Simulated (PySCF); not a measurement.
## Li4F4: core ionisation energies

Compound: (LiF)4 ring, Li4F4.
Cartesian coordinates in Å at the PBE0-D3(BJ)/def2-SVP level; atoms count from 1:
```xyz
8
Li4F4 angstrom
Li    -1.3801   -0.1956   -1.6426
F     -0.2654    1.0105   -1.9767
Li     1.0091    1.5497   -1.0302
F      1.7753    1.2989    0.4398
Li     1.3827    0.1890    1.6326
F      0.2639   -1.0103    1.9771
Li    -1.0173   -1.5468    1.0385
F     -1.7681   -1.2953   -0.4387
```

Level of theory: delta-SCF UKS SCAN, pcX-2 on the ionised atom, pcseg-1 elsewhere, spin-free X2C (PySCF). Binding energies are ΔSCF values: E(core-ionised, relaxed orbitals) − E(ground state) at a fixed geometry, referred to the vacuum level.

Problem. Give the core binding energies atom by atom.

Solution. 
| atom(s) | bonded to | level | binding energy (eV) | count |
| --- | --- | --- | --- | --- |
| F2/F4/F6/F8 | 2 Li | F 1s | 690.06 | 4 |
| Li1/Li3/Li5/Li7 | 2 F | Li 1s | 62.29 | 4 |

Problem. What is the longest wavelength that can ionise F 1s of F2 (atom 2)/F4/F6/F8 vertically?

Solution. λ = hc/E = 12398.42 eV Å / 690.06 eV = 17.967 Å.

One atom of each set of topologically equivalent atoms was ionised and stands for the set; in this conformer not all members are related by symmetry, and their own values weren't computed. Isolated species at its PBE0-D3(BJ)/def2-SVP geometry (one conformer only).
